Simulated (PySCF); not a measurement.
MgFCl, SMILES [F][Mg][Cl]. Heavy atoms are numbered as in [Mg:1]([F:2])[Cl:3].

The structure is a stationary point at B3LYP-D3(BJ)/def2-TZVP.

All values below come from PBE0/def2-TZVPD (PySCF).

Mulliken values depend strongly on the basis, most of all with diffuse functions as here. ESP charges are fitted to the potential on shells at 1.4 to 2.0 van der Waals radii. Atomic charges (e), one atom of each kind:

```csv
atom,Mulliken,meta-Löwdin,ESP fit
Mg1,1.11,(withheld),1.05
F2,-0.67,(withheld),-0.58
Cl3,-0.45,(withheld),-0.47
```

### Question
Complete the blanks. (Estimate from the structure and the level; the computed values follow.)

### Answer

- Mg1, meta-Löwdin: 1.63
- F2, meta-Löwdin: -0.86
- Cl3, meta-Löwdin: -0.76
